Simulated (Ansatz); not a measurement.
Cost and result up the ladder for (ClGaNH)4 cubane (Ga₄N₄Cl₄H₄) (16 atoms). Charge 0, multiplicity 1. Geometry: PBE-D4/def2-SVP.

Cartesian coordinates in Å:
```
Ga -0.3616 -1.5056 -0.8066
Cl -0.8082 -3.3654 -1.8025
N 1.4047 -0.5809 -0.7773
Ga 1.2551 -0.2616 1.1853
Cl 2.8052 -0.5842 2.6491
N -0.5310 -1.1470 1.1476
Ga -1.4365 0.5941 0.7949
Cl -3.2108 1.3276 1.7766
N -1.2272 0.2557 -1.1589
Ga 0.5431 1.1732 -1.1735
Cl 1.2136 2.6217 -2.6234
N 0.3536 1.4724 0.7886
H 2.2487 -0.9299 -1.2443
H -0.8501 -1.8363 1.8371
H -1.9646 0.4094 -1.8553
H 0.5662 2.3569 1.2627
```

Ansatz; hardware A = 2 threads of AMD EPYC 7R13 on a shared host and a share (18 GiB) of an NVIDIA H100 80GB HBM3; B = 2 threads of AMD EPYC 7R13 on a shared host. Times are rough, and most runs start from the orbitals of an earlier one. PBE0-D4/def2-TZVP serves as the yardstick here, not as an exact answer. Differences are given only for rows in sets of like size (and for xTB, whose basis is part of the method), since another set adds its own error. Binding counts from free atoms at the same level (Ga doublet, Cl doublet, N quartet, H doublet; other spins of the atoms weren't run), without zero-point energy or a counterpoise term.

The 6-31G sets use Cartesian d functions. B3LYP takes the VWN-RPA correlation. HSE06 is defined as in plane-wave codes, on full-range PBE exchange. Correlated methods freeze 60 core orbitals; core or outer-core shells of Ga are correlated, in sets that lack core-valence functions. The rows differ in basis, and correlated rows in double-zeta sets carry the largest basis error. Single mean-field runs in def2-TZVP are fitted with def2-universal-jkfit.

Correlated methods converge slowly with the basis, most of all in double-zeta sets.

| level | functions | binding energy per atom (eV) | difference from PBE0-D4/def2-TZVP (eV) |
| --- | --- | --- | --- |
| CCSD(T)/def2-SVP [A] | 276 | 3.32 | – |
| PBE0-D4/def2-TZVP [A] | 488 | 3.54 | 0.00 |
| HSE06-D4/def2-TZVP [A] | 488 | 3.54 | 0.00 |
| PBE-D4/def2-TZVP [A] | 488 | 3.61 | 0.07 |
| PBE-D4/def2-SVP [A] | 276 | 3.66 | – |
| r2SCANh-D4/def2-TZVP [A] | 488 | 3.52 | -0.02 |
| B3LYP-D4/6-31G [B] | 212 | 3.47 | – |
| HF/6-31G [B] | 212 | 2.21 | – |
| PBE0-D4/def2-SVP [A] | 276 | 3.59 | – |
| MP2/def2-TZVP [A] | 488 | 3.60 | 0.06 |
| B3LYP-D4/def2-TZVP (with forces) [A] | 488 | 3.47 | -0.07 |
| r2SCAN-D4/def2-TZVP (with forces) [A] | 488 | 3.55 | 0.01 |

Q: Estimate how long each takes.

A: MP2/def2-TZVP [A] 4.4 s; PBE-D4/def2-SVP [A] 5.5 s; r2SCANh-D4/def2-TZVP [A] 5.5 s; HSE06-D4/def2-TZVP [A] 5.5 s; PBE0-D4/def2-SVP [A] 5.5 s; PBE-D4/def2-TZVP [A] 6 s; r2SCAN-D4/def2-TZVP (with forces) [A] 7 s; PBE0-D4/def2-TZVP [A] 7.5 s; B3LYP-D4/def2-TZVP (with forces) [A] 8 s; HF/6-31G [B] 13 s; CCSD(T)/def2-SVP [A] 16 s; B3LYP-D4/6-31G [B] 17 s. On shared hardware such times vary by a factor of up to 3.
